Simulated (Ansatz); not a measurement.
**BF3 (boron trifluoride): methods side by side**

BF3 has 4 atoms, charge 0, and is taken as a singlet. As SMILES, `FB(F)F`. The shape was relaxed beforehand at r2SCAN/def2-SVP.

```xyz
4

F     0.5450    0.2112    1.1767
B     0.0000    0.0000    0.0000
F    -0.2657   -1.2261   -0.3904
F    -0.2793    1.0149   -0.7863
```

Each level gives the dissociation energy of the F4–B2 bond into doublet F and doublet BF2 (shapes relaxed at r2SCAN/def2-SVP, no zero-point term) (eV). The values are calculated.

```csv
level,kind,program,value (eV),less CCSD(T)/def2-TZVPP,CPU time (all runs)
HF/def2-TZVPP,Hartree–Fock,Ansatz,5.77,-1.63,1.2 s
PBE/def2-TZVPP,GGA,Ansatz,7.43,+0.03,2.9 s
r2SCAN/def2-TZVPP,meta-GGA,Ansatz,7.30,-0.10,6.2 s
PBE0-D4/def2-TZVPP,global hybrid,Ansatz,7.30,-0.10,3 s
wB97M-V/def2-TZVPP,range-separated hybrid,Ansatz,7.53,+0.13,11 s
B2PLYP/def2-TZVPP,double hybrid,Ansatz,7.39,-0.01,5.5 s
RPA@PBE/def2-TZVPP,RPA,Ansatz,6.88,-0.52,5.4 s
MP2/def2-TZVPP,perturbation theory,Ansatz,7.67,+0.27,2.1 s
CCSD(T)/def2-TZVPP,coupled cluster or CI,Ansatz,7.40,0.00,13 s
```

Differences are taken from CCSD(T)/def2-TZVPP for orientation; it has basis-set and higher-order errors of its own. The values span 5.77 to 7.67 eV. Hartree–Fock misses the correlation of the electron pair that is broken and comes out low. Measured bond enthalpies also hold zero-point and thermal terms, a few tenths of an eV less. In so small a basis fixed costs decide the times, and correlated methods can beat functionals. CPU times are rough (shared hosts, several kinds of processor and program).
